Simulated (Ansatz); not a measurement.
`[NH]=[V]([F])([F])[Cl]` + `C[SiH2]S[SiH2]F` → `[NH]=[V]([F])([F])[F]` + `C[SiH2]S[SiH2]Cl`  (redistribution)

Calculated with Ansatz (gas phase, PBE0-D4/def2-TZVP geometries, no zero-point term in ΔE). CBS: MP2 limit from def2 TZ/QZ plus the TZ coupled-cluster correction, frozen cores. Functionals use def2-TZVPP. B3LYP here is the variant with VWN-RPA as its local correlation; programs differ in this. For V outer-core shells are correlated without core-valence functions, which leaves a few kJ/mol of doubt a bond. Scalar relativity is left out up to krypton. Each species was taken in one conformer, which may not be the lowest.

`[NH]=[V]([F])([F])[Cl]`:

```xyz
6

N     0.528   -0.996   -0.347
V    -0.139    0.393    0.045
F     1.117    1.518    0.395
F    -1.101    0.925   -1.280
Cl   -1.354    0.043    1.778
H     0.949   -1.883   -0.591
```

`C[SiH2]S[SiH2]F`:

Z-matrix (Å, degrees):
```
C
Si 1 1.860
H 1 1.092 2 110.6
H 1 1.093 2 110.3 3 120.1
H 1 1.092 2 110.4 3 -119.9
S 2 2.156 1 111.5 3 58.5
H 2 1.485 1 111.6 3 -58.5
H 2 1.487 1 110.9 3 179.1
Si 6 2.109 2 98.6 1 81.3
F 9 1.602 6 111.2 2 -63.4
H 9 1.479 6 107.2 2 178.5
H 9 1.480 6 111.6 2 54.8
```

`[NH]=[V]([F])([F])[F]`:

Cartesian coordinates in Å:
```
N -0.356 1.090 0.181
V 0.132 -0.404 -0.067
F -0.682 -1.011 -1.460
F 1.836 -0.379 -0.319
F -0.265 -1.338 1.326
H -0.666 2.041 0.340
```

`C[SiH2]S[SiH2]Cl`:

Cartesian coordinates in Å:
```
C 0.075 -0.811 -1.854
Si 1.090 -0.228 -0.407
S 0.301 -0.954 1.458
Si -0.848 0.788 1.835
Cl -2.192 0.358 3.322
H 0.051 -1.902 -1.890
H 0.500 -0.443 -2.791
H -0.952 -0.449 -1.774
H 2.487 -0.719 -0.490
H 1.103 1.261 -0.341
H -0.003 1.909 2.303
H -1.611 1.191 0.629
```

| level | ΔE (kJ/mol) | difference from CCSD(T)/CBS |
| --- | --- | --- |
| PBE-D4 | 30.5 | -14.2 |
| r2SCAN-D4 | 36.6 | -8.1 |
| PBE0-D4 | 34.5 | -10.2 |
| B3LYP-D4 | 41.7 | -3.0 |
| ωB97X-V | 33.3 | -11.4 |
| ωB97M-V | 36.6 | -8.1 |
| B2PLYP | 51.2 | 6.5 |
| PBE | 31.0 | -13.7 |
| MP2/def2-TZVPP | 51.1 | 6.4 |
| CCSD/def2-TZVPP | 44.8 | 0.1 |
| CCSD(T)/def2-TZVPP | 44.4 | -0.3 |
| HF/def2-QZVPP | 49.0 | 4.3 |
| MP2/def2-QZVPP | 51.8 | 7.1 |
| SCS-MP2/def2-QZVPP | 49.3 | 4.6 |
| HF/CBS(def2) | 49.2 | 4.5 |
| MP2/CBS(def2) | 51.5 | 6.8 |
| CCSD(T)/CBS | 44.7 | 0 |

Largest T1 diagnostic among the species: 0.030, so the coupled-cluster value is less sure than usual.

From PBE to PBE0 (25 % exact exchange), in def2-TZVPP and without D4, ΔE moves by +3.8 kJ/mol.
